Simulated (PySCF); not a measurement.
**Steps of a relaxation of Ce(SH)3**

Ce(SH)3 (singlet in the valence; each metal's 4f electrons, 1 of them, lie in its core potential, out of spins and levels; a saddle point, relaxed within its symmetry). PySCF 2.14.0, RKS PBE0, Ce lcecp-1-SVP with ECP47, S def2-SVP, H def2-SVP; non-relativistic Hamiltonian with scalar-relativistic core potentials where named; density fitting; no spin-orbit coupling. Origin of the start: template. Columns: position (Å) and force (eV/Å). Energies are counted from the last step; some of the 15 steps are shown. Forces carry noise of the integration grid, about 0.01 to 0.03 eV/Å.

Run from Python with OMP_NUM_THREADS=2. Where DIIS fails, smearing, a level shift and second-order steps follow.
It took 65 s on 2 threads of Arm Neoverse V1, on a shared host, from the converged density of the start.

```xyz
7
step 0  E = 0.383 eV
Ce    0.0000    0.0000   -0.0165     0.01    0.00   -0.10
S     2.8001    0.0000   -0.0165    -0.72    0.00   -0.25
H     3.1301    0.0000    1.2835     0.01    0.00    0.28
S    -1.4001    2.4250   -0.0165     0.36   -0.63   -0.25
H    -1.5651    2.7108    1.2835     0.00    0.01    0.28
S    -1.4001   -2.4250   -0.0165     0.36    0.63   -0.25
H    -1.5651   -2.7108    1.2835     0.00   -0.01    0.28
```

```xyz
7
step 5  E = 0.076 eV
Ce    0.0000    0.0000   -0.6851     0.00    0.00    0.03
S     2.5706    0.0000    0.0747     0.10    0.00   -0.14
H     2.6726    0.0000    1.4153    -0.10    0.00    0.13
S    -1.2853    2.2262    0.0747    -0.05    0.08   -0.14
H    -1.3363    2.3146    1.4153     0.05   -0.08    0.13
S    -1.2853   -2.2262    0.0747    -0.05   -0.08   -0.14
H    -1.3363   -2.3146    1.4153     0.05    0.08    0.13
```

```xyz
7
step 9  E = 0.015 eV
Ce    0.0000    0.0000   -0.7927     0.00    0.00   -0.02
S     2.5357    0.0000    0.0921     0.05    0.00    0.02
H     2.3736    0.0000    1.4338    -0.04    0.00   -0.02
S    -1.2678    2.1960    0.0921    -0.03    0.05    0.02
H    -1.1868    2.0556    1.4338     0.02   -0.04   -0.02
S    -1.2678   -2.1960    0.0921    -0.03   -0.05    0.02
H    -1.1868   -2.0556    1.4338     0.02    0.04   -0.02
```

Q: Where does the relaxation end?

A: It converges at step 14 in C3v:
```xyz
7
step 14  E = 0
Ce    0.0000    0.0000   -0.8686
S     2.4982    0.0000    0.1227
H     2.1463    0.0000    1.4285
S    -1.2491    2.1635    0.1227
H    -1.0731    1.8587    1.4285
S    -1.2491   -2.1635    0.1227
H    -1.0732   -1.8587    1.4285
```

Q: How did the contacts change?

A: 
| contact | start (Å) | end (Å) |
| --- | --- | --- |
| Ce1–S2 (SH) | 2.800 | 2.688 |
| Ce1–S4 (SH) | 2.800 | 2.688 |
| Ce1–S6 (SH) | 2.800 | 2.688 |


An lcecp potential fixes the number of 4f electrons, so in runs with it no electron can move into or out of that shell.
